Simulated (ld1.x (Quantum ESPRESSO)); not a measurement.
What one change does to a pseudopotential (Tm, TM)

ld1.x (Quantum ESPRESSO) 7.5 input, shortened:

```
&input
   title='Tm', zed=69., rel=1, dft='PZ', iswitch=3,
   config='[Xe] 4f13 5d0 6s0 6p0'
 /
 &inputp
   pseudotype=2, tm=.true., lloc=0,
   nlcc=.true., new_core_ps=.true., rcore=1.30
 /
3
5P  2  1   6.00   0.00  1.75  1.75  0.0
5D  3  2   0.00   0.00  3.10  3.10  0.0
5S  1  0   2.00   0.00  1.65  1.65  0.0
 &test
   configts(1)='5s2 5p6 5d0 6s0 6p0'
 /
```

Change: core correction Bessel-smoothed model core inside 1.92 bohr.

Cutoffs: the cutoffs (Ry, on a coarse ladder) from which the occupation-weighted sum of valence levels, in a spherical-Bessel basis at the reference potential, stays within 10 and 1 mRy of its value at 400 Ry; they do not see the model core or the augmentation charge, which bear on the density cutoff. Errors are all-electron minus pseudo energies relative to the spin-unpolarised reference configuration. Spin-polarised tests are left out, since the open f shell is frozen unpolarised in the core.

Problem. What does the change do?

Solution. The potential gets neither clearly harder nor softer (55 Ry and 90 Ry → 55 Ry and 90 Ry); the errors of the 7 common tests hardly move; neither file shows a bound ghost. A wider model core is smoother and lowers the density cutoff, which this test does not measure.

```csv
quantity,base,changed
"cutoff, loose",55 Ry,55 Ry
"cutoff, tight",90 Ry,90 Ry
bound ghosts,none,none
"error for 5s2 5p6 5d0 6s2 6p0, meV [ΔE -18.99 eV]",+385,+386
"error for 5s2 5p6 5d0 6s1 6p0, meV [ΔE -12.31 eV]",+306,+307
"error for 5s2 5p6 5d0 6s1.5 6p0, meV [ΔE -16.33 eV]",+364,+365
"error for 5s1 5p6 5d0 6s2 6p0, meV [ΔE 40.69 eV]",+672,+691
"error for 5s2 5p6 5d1 6s1 6p0, meV [ΔE -15.88 eV]",+102,+102
"error for 5s2 5p6 5d0 6s1 6p1, meV [ΔE -16.02 eV]",+233,+233
"error for 5s2 5p6 5d0.5 6s1.5 6p0, meV [ΔE -17.44 eV]",+237,+238
s: phases at 3.35 bohr within 0.05 rad from the reference energy up to (Ry; the scan ends near 5),-1.6,-1.6
p: phases at 3.35 bohr within 0.05 rad from the reference energy up to (Ry; the scan ends near 5),2.9,2.9
d: phases at 3.35 bohr within 0.05 rad from the reference energy up to (Ry; the scan ends near 5),0.7,0.7
```
